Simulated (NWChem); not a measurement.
# AlO, doublet; SMILES [O]=[Al]

Program: NWChem. Spin-unrestricted. No stability test was run on the SCF state. The level has its own optimisation; frequencies are unscaled.

Q: Estimate the computed values for B3LYP/def2-TZVP. Quantities: r Al–O (Å); highest harmonic frequency (cm⁻¹); zero-point energy (kcal/mol); dipole (D).

A: 
```
Item                               Value
---------------------------------  -----
r Al–O (Å)                         1.627
highest harmonic frequency (cm⁻¹)    951
zero-point energy (kcal/mol)         1.4
dipole (D)                          4.12
```
